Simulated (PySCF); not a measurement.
**Spin states of SnTe⁺**

Unrestricted PBE0; basis Sn def2-SVP with ECP28, Te def2-SVP with ECP28; scalar-relativistic core potentials; PySCF 2.14. Outer shells of the fragments: Sn+ 4d10 5s2 5p1; Te 4d10 5s2 5p4.

Followed along the bond (rough minima from three points):

```tsv
2Ms+1	unpaired	⟨S²⟩ at the start	R at minimum (Å)	Te (eV)
2	π ↑	0.77	2.70	0.00
2	σ ↑	0.76	2.55	0.64
4	π ↑↑↑	3.76	none in the scan	≤ 1.45
```

Solutions found at the starting distance of 2.770 Å, counted from the lowest of them; the search is not exhaustive and high or unbound solutions are not listed, so other states can lie among these:

```tsv
2Ms+1	unpaired	term	E (eV)	⟨S²⟩	⟨Lz²⟩	μ (D)
2	π ↑	²Π	0.00	0.77	1.01	-3.55
2	σ ↑	²Σ⁺	0.88	0.76	0.00	-4.25
4	π ↑↑↑	⁴Π	1.72	3.76	1.00	0.24
4	σ ↑, π ↑↑	mixed	2.10	3.76	2.01	-1.69
2	π ↑↑↓	mixed	2.11	1.76	3.02	0.22
4	σ ↑, π ↑↑	mixed	2.33	3.76	2.01	-2.00
2	σ ↓, π ↑↑	mixed	2.56	1.77	2.01	-1.57
2	σ ↓, π ↑↑	mixed	2.80	1.76	2.01	-1.88
2	π ↑	mixed	3.34	0.75	3.01	0.24
4	σ ↑, π ↑↑	⁴Σ⁻	4.04	3.75	0.00	-0.66
```

A term symbol is given only where ⟨S²⟩ and ⟨Lz²⟩ are close to those of a pure state; real π, δ and φ orbitals otherwise mix terms. A positive dipole points towards Te; it is taken about the centre of mass and depends on that origin.

Question: Compare the gap between the two lowest followed solutions at the starting distance with the gap between their minima.

Answer: At PBE0 the second solution (doublet, unpaired electrons σ ↑) lies +0.88 eV from the first (doublet, unpaired electrons π ↑) at 2.770 Å and +0.64 eV at the minima; the two curves relax by different amounts, since their minima lie near 2.55 and 2.70 Å.

Spin–orbit coupling is left out. Counting both spins, an empty level lies below a filled one in some of these solutions, because spin and occupation are held.
